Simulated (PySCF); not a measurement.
C5H7F. Atoms are numbered in the order given.

```xyz
13

C     -0.8340    -2.2213     0.0000
C     -0.0689    -1.1248     0.0000
F      1.2639    -1.2547     0.0000
C     -0.5356     0.2514     0.0000
C      0.2790     1.3172     0.0000
C     -0.1702     2.7359     0.0000
H     -1.9195    -2.1269     0.0000
H     -0.3833    -3.2143     0.0000
H     -1.6224     0.3822     0.0000
H      1.3593     1.1341     0.0000
H      0.2179     3.2727    -0.8821
H     -1.2665     2.8214     0.0000
H      0.2179     3.2727     0.8821
```

Geometry optimised at PBE0-D3(BJ)/def2-SVP. Other conformers were not sampled.

All values below come from TDDFT-PBE/def2-SVPD in PySCF.

Vertical excitations. Gas-phase values at a fixed geometry. State labels are in the subgroup Cs.

Task: Give excitation energies, oscillator strengths and character. (An estimate is asked for; the answer gives what the named calculation found.)

Result: 
```json
[
 {"state": "S1", "symmetry": "A'", "energy (eV)": "5.35", "λ (nm)": "232", "f": "0.628", "main pairs": "HOMO→LUMO 95 %"},
 {"state": "S2", "symmetry": "A\"", "energy (eV)": "5.84", "λ (nm)": "212", "f": "0.001", "main pairs": "HOMO→LUMO+1 100 %"},
 {"state": "S3", "symmetry": "A'", "energy (eV)": "6.07", "λ (nm)": "204", "f": "0.082", "main pairs": "HOMO−1→LUMO 68 %, HOMO→LUMO+3 28 %"},
 {"state": "S4", "symmetry": "A\"", "energy (eV)": "6.24", "λ (nm)": "199", "f": "0.003", "main pairs": "HOMO→LUMO+2 100 %"},
 {"state": "S5", "symmetry": "A\"", "energy (eV)": "6.55", "λ (nm)": "189", "f": "0.000", "main pairs": "HOMO→LUMO+4 100 %"},
 {"state": "S6", "symmetry": "A\"", "energy (eV)": "6.91", "λ (nm)": "179", "f": "0.002", "main pairs": "HOMO−2→LUMO 97 %"},
 {"state": "S7", "symmetry": "A\"", "energy (eV)": "7.01", "λ (nm)": "177", "f": "0.000", "main pairs": "HOMO−3→LUMO 90 %"},
 {"state": "S8", "symmetry": "A\"", "energy (eV)": "7.02", "λ (nm)": "177", "f": "0.016", "main pairs": "HOMO→LUMO+5 90 %"},
 {"state": "S9", "symmetry": "A'", "energy (eV)": "7.56", "λ (nm)": "164", "f": "0.004", "main pairs": "HOMO→LUMO+3 63 %, HOMO−1→LUMO 24 %"},
 {"state": "S10", "symmetry": "A\"", "energy (eV)": "7.62", "λ (nm)": "163", "f": "0.006", "main pairs": "HOMO−1→LUMO+1 99 %"},
 {"state": "T1", "symmetry": "A'", "energy (eV)": "3.14", "λ (nm)": "395", "f": "0", "main pairs": "HOMO→LUMO 99 %"},
 {"state": "T2", "symmetry": "A'", "energy (eV)": "4.97", "λ (nm)": "250", "f": "0", "main pairs": "HOMO−1→LUMO 86 %"},
 {"state": "T3", "symmetry": "A\"", "energy (eV)": "5.77", "λ (nm)": "215", "f": "0", "main pairs": "HOMO→LUMO+1 99 %"},
 {"state": "T4", "symmetry": "A\"", "energy (eV)": "6.15", "λ (nm)": "202", "f": "0", "main pairs": "HOMO→LUMO+2 99 %"}
]
```
Triplets are in the Tamm–Dancoff approximation, which puts them higher than full response would, so one can lie above its singlet here.
